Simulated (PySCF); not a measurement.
An unknown shows these calculated signals:

$^{1}$H NMR (400 MHz, computed): δ 5.96 (m, 1H), 4.27 (m, 1H), 4.06 (m, 1H), 0.21 (m, 3H).

$^{13}$C{$^{1}$H} NMR (computed): δ 174.6 (C), 139.9 (C), -11.5 (CH3).

Theoretical values (PySCF 2.14.0 with density-fitted response routines): shielding tensors at PBE0/pcSseg-1 (GIAO), geometry from GFN2-xTB. A single conformation, no relativistic terms, no solvent model, one averaged value for each set of equivalent atoms.

Chemical shifts δ = σref − σ; $^{1}$H (31.72 ppm) and $^{13}$C (186.93 ppm) against TMS, all at this level.

Which of these does the molecule contain: a Si–H bond, a heteroaromatic ring, a non-aromatic C=C double bond, a nitrile, a Si–CH3 group, an OH group?

Results:


- A Si–H bond: yes (δH 4.06 (m), 4.27 (m)).
- A heteroaromatic ring: no.
- A non-aromatic C=C double bond: yes.
- A nitrile: no.
- A Si–CH3 group: yes (δC -11.5; δH 0.21 (m)).
- An OH group: no.

The data belong to SMILES C([Si@H]([SiH2]C)F)(F)=C(F)F, C3H6F4Si2; they needn't prove each group on their own.

Carbon signals by region: 1 in the far downfield region (above 160 ppm), 1 in the sp2 and nitrile region (100–160 ppm), 1 below 50 ppm. Above 160 ppm: 174.6, fully substituted alkene carbon.

Splittings by $^{19}$F in the carbon and heteronuclear signals aren't shown, as no couplings were computed. Shifts are as computed. Against solution values, carbons near 30 ppm lie about +3 ppm off and those near 130 ppm about +5 ppm. Of 1211 compounds with measured shifts, 218 miss one by over three times the rms of a fit or turn the order of signals round; such compounds aren't used in these exercises. No couplings were computed; multiplicities are counted from neighbouring protons, with m where these are inequivalent, close in shift, in a saturated or five-membered ring or joined by F or P, and br s for small geminal =CH2 splittings.
